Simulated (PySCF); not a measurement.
```xyz
3
charge 1 multiplicity 2, angstrom
C     0.0000    0.0000   -0.5905
Br    1.6204    0.0000    0.0448
Br   -1.6204    0.0000    0.0448
```

These are results of PySCF, UPBE0, basis C def2-TZVP, Br def2-TZVP (no relativity, density fitting), not measurements.

This geometry of [CBr2]+ is a stationary point at this level.

(1) What is the point group?

(2) Is it a minimum?

(3) List the harmonic modes with their infrared intensities.

(4) What are the dipole moment and the gap between the highest occupied and lowest empty levels of either spin?

(5) Give the atomic charges and bond orders.

Answers

(1) C2v.

(2) Yes: all harmonic wavenumbers are real.

(3) 
```json
{"symmetry": "a1", "ω (cm⁻¹)": "221", "IR (km/mol)": "0.0"}
{"symmetry": "a1", "ω (cm⁻¹)": "569", "IR (km/mol)": "0.8"}
{"symmetry": "b2", "ω (cm⁻¹)": "1095", "IR (km/mol)": "369"}
```

(4) 0.23 D about the centre of mass and 3.56 eV.

(5) 
```
 atom  Mulliken  Löwdin  polar tensor  spin (Mulliken)  Mayer order to C1
   C1      0.03   -0.64          0.75             0.72                  –
Br2,3      0.48    0.82          0.12             0.14               1.65
```

Only a few start shapes were tried, so a lower isomer may exist.
